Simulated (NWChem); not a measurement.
Molecule: C2H3Cl3Si; SMILES C=C[Si](Cl)(Cl)Cl

```xyz
9

C     -0.3555    -2.3902     1.4179
C      0.3150    -1.2339     1.3815
Si     0.0965     0.0332     0.0595
Cl    -1.2983    -0.5849    -1.3147
Cl    -0.5206     1.8167     0.8668
Cl     1.8722     0.3731    -0.9125
H     -1.0879    -2.6556     0.6482
H     -0.1992    -3.1195     2.2199
H      1.0412    -1.0044     2.1719
```
Atoms are numbered in this order, from 1.

All runs: NWChem. Geometry optimised at PBE0/def2-SVP; all other runs use it. 

```tsv
quantity	level	value
isotropic polarisability (bohr³), static	CAM-B3LYP/def2-SVPD	87.9
dipole in solution (D) in water	PBE0/def2-SVP, SMD	2.91
vertical, lowest state with f > 0.02, singlet (eV)	CAM-B3LYP/def2-SVPD, TDA	7.45
−ε(HOMO) (eV)	PBE/def2-SVP	7.32
dipole (D)	PBE0/def2-SVP	2.23
highest harmonic frequency (cm⁻¹)	PBE0/def2-SVP	3254
```
